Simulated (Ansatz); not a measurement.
Total energies of ClFGeH3Si (`F[Si](Cl)[GeH3]`) radical.

```xyz
7

F     0.1548   -2.2174   -0.9545
Si   -0.2138   -1.3798    0.3619
Cl    1.3133   -1.6924    1.7061
Ge   -0.2926    0.9577   -0.1993
H    -0.6050    1.7305    1.0887
H    -1.4119    1.1838   -1.2249
H     1.0553    1.4174   -0.7780
```

Total charge 0; spin multiplicity 2. Correlated methods include outer-core shells of Ge, which these sets cover unevenly. Scalar relativity is left out up to krypton. Geometry: relaxed with PBE0-D4/def2-TZVP. Basis def2-TZVPP, Ansatz 0.2.0.

RPA on PBE orbitals: Hartree–Fock energy of these orbitals -2925.06101 Eh, correlation -1.29074 Eh (frozen core).

```json
{"functional": "PBE", "energy without D4 (Eh)": "-2927.73142", "D4 term (kJ/mol)": "-17.6"}
{"functional": "PBE-QIDH", "energy without D4 (Eh)": "-2927.34130", "D4 term (kJ/mol)": "–"}
```

Q: Give the same for LDA (SPW92), revPBE, BLYP, r2SCAN, B97M-V, PBE0, B3LYP, r2SCANh, r2SCAN0, HSE06 (plane-wave form), BHLYP, CAM-B3LYP, LC-ωPBE, ωB97X-V, ωB97M-V, B2PLYP. (An estimate is asked.)

A: The calculation gave: 
```csv
functional,energy without D4 (Eh),D4 term (kJ/mol)
LDA (SPW92),-2922.02418,–
revPBE,-2928.14062,-44.3
BLYP,-2928.52061,-37.7
r2SCAN,-2928.37866,-4.0
B97M-V,-2927.86540,–
PBE0,-2927.85078,-15.0
B3LYP,-2928.56428,-28.9
r2SCANh,-2928.36204,-4.4
r2SCAN0,-2928.33864,-4.9
HSE06 (plane-wave form),-2927.83290,-14.3
BHLYP,-2928.42466,-25.7
CAM-B3LYP,-2928.59841,-15.7
LC-ωPBE,-2927.93647,–
ωB97X-V,-2928.13905,–
ωB97M-V,-2928.28904,–
B2PLYP,-2927.80737,–
```

B3LYP takes the VWN-RPA correlation (the form of Gaussian; ORCA's B3LYP/G). HSE06 is the plane-wave form, built on full-range PBE exchange. The double hybrids freeze the cores in their second-order part.

LC-ωPBE has ω = 0.4 bohr⁻¹.
